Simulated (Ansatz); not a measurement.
Consider the cleavage of the Si–Si bond: `F[SiH2]N[SiH2][SiH3]` + `N[SiH2]O[SiH3]` → `[SiH3]N[SiH2]O[SiH3]` + `F[SiH2]N[SiH3]`.

Isolated molecules relaxed with PBE0-D4/def2-TZVP in Ansatz; ΔE leaves out vibrations. CCSD(T)/CBS is the MP2 limit (def2-TZVPP, def2-QZVPP) plus CCSD(T) − MP2 in def2-TZVPP, frozen cores. This one scheme is used for every species. Functionals use def2-TZVPP. One conformer a species, not always the lowest.

```json
{"level": "PBE0-D4", "ΔE (eV)": "-0.46"}
{"level": "ωB97X-V", "ΔE (eV)": "-0.58"}
{"level": "ωB97M-V", "ΔE (eV)": "-0.64"}
{"level": "B2PLYP", "ΔE (eV)": "-0.61"}
{"level": "r2SCAN", "ΔE (eV)": "-0.52"}
{"level": "SCS-MP2/def2-TZVPP", "ΔE (eV)": "-0.71"}
{"level": "CCSD(T)/def2-TZVPP", "ΔE (eV)": "-0.61"}
{"level": "HF/CBS(def2)", "ΔE (eV)": "-0.75"}
```

Problem. What does CCSD(T)/CBS give? (Best estimate.)

Solution. The calculation gave: -0.61 eV. The listed levels differ from it by 0.15, 0.03, -0.03, 0.00, 0.09, -0.10, 0.00, -0.14 eV.

Largest T1 diagnostic among the species: 0.012.

The D4 term adds −0.05 eV with B3LYP and −0.03 eV with PBE0; it sums over pairs of atoms, weighted by their polarisabilities, and B3LYP, whose exchange is more repulsive, gets the larger term. In def2-TZVPP, CCSD(T) changes the Hartree–Fock value by +0.12 eV (the triples alone add +0.01 eV) and MP2 by +0.04 eV.

B3LYP here is the variant with VWN-RPA as its local correlation; programs differ in this.
